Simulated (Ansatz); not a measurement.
Ansatz (a quantum-chemistry and plane-wave program) input (MP2/6-31G* with LANL2DZ past Ar): The .json file joins the Basis Set Exchange's 6-31G* for atoms up to Ar and LANL2DZ past it.

Ansatz 0.2 input:
```yaml
crystal:
  periodic: [false, false, false]
  atoms:
    - {symbol: C, position_ang: [-1.41252900, -0.46030700, 0.06426300]}
    - {symbol: Br, position_ang: [0.35005100, 0.11407200, -0.01592600]}
    - {symbol: H, position_ang: [-1.88850600, -0.48301100, 1.02928300]}
    - {symbol: H, position_ang: [-1.88809400, -0.74768500, -0.85746700]}
basis:
  gaussian:
    orbitals: 6-31Gs+LANL2DZ.json
magnetization: {spin_polarized: true, initial_magnetization: 1}
correlation: {method: mp2, electrons: outside_noble_gas}
```

Output:

```
Functional definition: HF
integrals: 0.00 GiB planned
336 factors; integrals over basis functions are off by at most 7.0e-4 eV
mean field: 0.05 GiB planned
mean field evaluation 1: about -1411.5534 eV, gradient 8.7e0 eV
mean field evaluation 2: about -1411.5548 eV, gradient 8.7e0 eV
mean field evaluation 4: about -1412.2112 eV, gradient 1.0e0 eV
mean field evaluation 8: about -1412.2427 eV, gradient 1.4e-3 eV
mean field -1412.24270087 eV, -51.8989620045 hartree, gradient 3.2e-6 eV, S^2 0.767163; 0 other end points of the search recorded, 0 dependent functions left out
1 core orbitals not correlated
reference -1412.24270087 eV, -51.8989620045 hartree; 7, 6 occupied and 19, 20 virtual orbitals, 336 factors
second order -3.69485243 eV of doubles, -0.00000000 eV of singles
Total energy: -1415.93755330 eV, -52.0347453269 hartree
```

The geometry given is a B3LYP-D3(BJ)/def2-TZVP minimum.
